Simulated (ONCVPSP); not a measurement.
# What one change does to a pseudopotential (titanium (Ti), ONCV)

ONCVPSP 4.0.1 input, shortened (lines: element, Z, core and valence counts, functional; n l f; lmax; l rc ep ncon nbas qcut; lloc lpopt rc5 dvloc0; l nproj debl; icmod fcfact rcfact), PW91, scalar-relativistic:

```
  Ti 22.00    3    5  -109134      upf
    1    0    2.00
    2    0    2.00
    2    1    6.00
    3    0    2.00
    3    1    6.00
    3    2    2.00
    4    0    1.00
    4    1    1.00
    2
    0    2.00    0.00    4    8    7.70
    1    1.80    0.00    4    7    6.60
    2    2.60    0.00    4    9    6.90
    4    5    1.35    3.00
    0    2    3.50
    1    3    2.00
    2    2    3.40
    1    0.20    0.00
```

All-electron outer shells of the reference configuration (PW91, scalar-relativistic, ld1.x):

| shell | level (eV) | outermost node (bohr) | outermost maximum (bohr) |
| --- | --- | --- | --- |
| 2s | -538.38 | 0.09 | 0.27 |
| 2p | -445.86 | – | 0.22 |
| 3s | -63.98 | 0.40 | 0.87 |
| 3p | -40.24 | 0.37 | 0.90 |
| 3d | -5.55 | – | 0.97 |
| 4s | -5.27 | 1.24 | 2.88 |
| 4p | -2.10 | 1.38 | 3.70 |

Change: p: qcut 9.8.

Cutoffs: the cutoffs (Ha) at which the residual kinetic energy of the hardest occupied pseudo-wave falls to 1 and 0.1 mHa per electron; they do not see the model core or the augmentation charge, which bear on the density cutoff. Errors are all-electron minus pseudo energies relative to the spin-unpolarised reference configuration.

Predict the effect on cutoff, ghosts and configuration errors.

The potential gets harder (17 Ha and 20 Ha → 20 Ha and 24 Ha); the errors of the 4 common tests hardly move; neither file shows a bound ghost. The waves are optimised to have the least kinetic energy above qcut, so the cutoff follows it (qcut²/2 in Ha).

```csv
quantity,base,changed
"cutoff, loose",17 Ha,20 Ha
"cutoff, tight",20 Ha,24 Ha
loose cutoff by channel,"s 9.0 Ha, p 17 Ha, d 16 Ha","s 9.0 Ha, p 20 Ha, d 16 Ha"
bound ghosts,none,none
GHOST(+) flags under 300 eV,none,none
"error for 3s2 3p6 3d2 4s2 4p0, meV [ΔE -3.09 eV]",-0.2,-0.2
"error for 3s2 3p6 3d2 4s1 4p0, meV [ΔE 4.30 eV]",0.0,-0.1
"error for 3s2 3p6 3d2 4s0 4p0, meV [ΔE 17.90 eV]",-7.5,-7.6
"error for 3s2 3p6 3d1 4s2 4p0, meV [ΔE 6.73 eV]",+249,+251
s: phases at 2.03 bohr within 0.05 rad from the reference energy up to (Ha; the scan ends near 5),4.7,4.7
p: phases at 1.83 bohr within 0.05 rad from the reference energy up to (Ha; the scan ends near 5),to the end of the scan,to the end of the scan
d: phases at 2.65 bohr within 0.05 rad from the reference energy up to (Ha; the scan ends near 5),0.3,0.3
"rms error of d²Exc/dni dnj with the model core, mHa",1.62,1.61
```
